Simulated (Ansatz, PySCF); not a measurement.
Reaction (SMILES): OB(F)F -> F[B]F + [OH] (HO) (the B-O bond at the site shown breaks; other sites are not compared here)
Each molecule is optimised on its own at B3LYP-D3(BJ)/def2-TZVP (Ansatz, a first-principles code), one conformer each, not searched for the lowest. Frequencies are from Ansatz or PySCF.

Wanted: bond dissociation energy (enthalpy at 298 K, with B3LYP-D3(BJ) rigid-rotor harmonic-oscillator terms), in eV. Valence correlation only, unless marked. UHF or UKS for open shells. No spin-orbit coupling. Non-relativistic. CBS marks a two-point X^-3 extrapolation of the correlation energy; Hartree-Fock from the larger set.

CCSD(T)/CBS(cc-pVTZ,cc-pVQZ) (Ansatz) gives 6.59 eV.

Q: Another calculation gave 6.47 eV. Which level was it?
(A) BLYP/def2-TZVPD (Ansatz)
(B) B97M-V/def2-TZVPD (Ansatz)
(C) LC-wPBE/def2-TZVPD (Ansatz)
(D) SVWN5/def2-TZVPD (Ansatz)

A: B, B97M-V/def2-TZVPD (Ansatz). The others give 6.35 (LC-wPBE), 6.18 (BLYP), 7.35 (SVWN5) eV.
